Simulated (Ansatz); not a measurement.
A run for Ansatz (a first-principles code): U-PBE/def2-TZVPP on CH4OPb (SMILES C[O][PbH]), a point of a bond scan (R = 2.960 Å). Elements past Kr take the def2 small-core potentials; no spin–orbit coupling.

Ansatz 0.2 input:
```yaml
crystal:
  periodic: [false, false, false]
  atoms:
    - {symbol: Pb, position_ang: [-0.18088400, -0.24647814, 0.34040536]}
    - {symbol: H, position_ang: [-1.22799667, -0.74183773, -1.13818280]}
    - {symbol: O, position_ang: [1.00528976, 1.06933301, -0.77910563]}
    - {symbol: C, position_ang: [0.89711151, 1.34866124, -2.15568911]}
    - {symbol: H, position_ang: [0.39334559, 4.23708692, -2.56244127]}
    - {symbol: H, position_ang: [1.83700100, 1.10003060, -2.66238683]}
    - {symbol: H, position_ang: [0.08796474, 0.78793494, -2.63935184]}
basis:
  gaussian:
    orbitals: def2-TZVPP
hamiltonian:
  xc: {name: PBE}
magnetization: {spin_polarized: true, initial_magnetization: 0}
```

The head of its log:

```
WARN ansatz: RAYON_NUM_THREADS=1 ignored (pool sized by the plan → 1); use --threads N
Functional definition: PBE
integrals: 0.06 GiB planned
949 factors; their error is unknown
mean field: 0.67 GiB planned
mean field evaluation 1: about -8366.9971 eV, gradient 6.0e1 eV
mean field evaluation 2: about -8079.8928 eV, gradient 1.7e2 eV
```

Problem. Predict the final total energy.

Solution. -308.3803 hartree. Its determinant has ⟨S²⟩ = 0.89, a mixture of spin states.
